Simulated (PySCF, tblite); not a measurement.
Isomers of [C6H8O2]+ (charge +1 and doublet state), one GFN2-xTB conformer each. Single-point energies are computed at B3LYP/pcH-1 (PySCF, gas phase, no added dispersion term), electronic only. GFN2-xTB treats the open shell by occupation alone, and not every SCF solution was tested for stability.

Question: Rank them by B3LYP/pcH-1 energy, lowest first (kJ/mol).
A. `[CH3:1][CH2:2][CH2:3]/[C+:4]=[C:5]/[C:6](=[O:7])[OH:8]` (charge +1 and doublet state) with C1–C2–C3–C4 -24°, C5–C6–O8–H -179°
B. `[H]/[C+:1]=[C:2]/[C:3](=[O:4])[O:5][CH2:6][CH2:7][CH3:8]` (charge +1 and doublet state) with C2–C3–O5–C6 -173°, C3–O5–C6–C7 -38°, O5–C6–C7–C8 -72°

Answer: A (0.0), B (72.9).

As drawn, the lower has an O–H bond, which the higher lacks. GFN2-xTB itself gives, in the same order: 0.0, 32.6. Both levels put the same isomer lowest.

Q: What happens when harmonic zero-point energies from GFN2-xTB frequencies are added?

A: 
```tsv
SMILES	ZPE (kJ/mol)	electronic (kJ/mol)	with ZPE (kJ/mol)
CCC/[C+]=[C]/C(=O)O	318.0	0.0	0.0
[H]/[C+]=[C]/C(=O)OCCC	316.6	72.9	71.4
```

The zero-point energies span 1.4 kJ/mol. The order is unchanged.
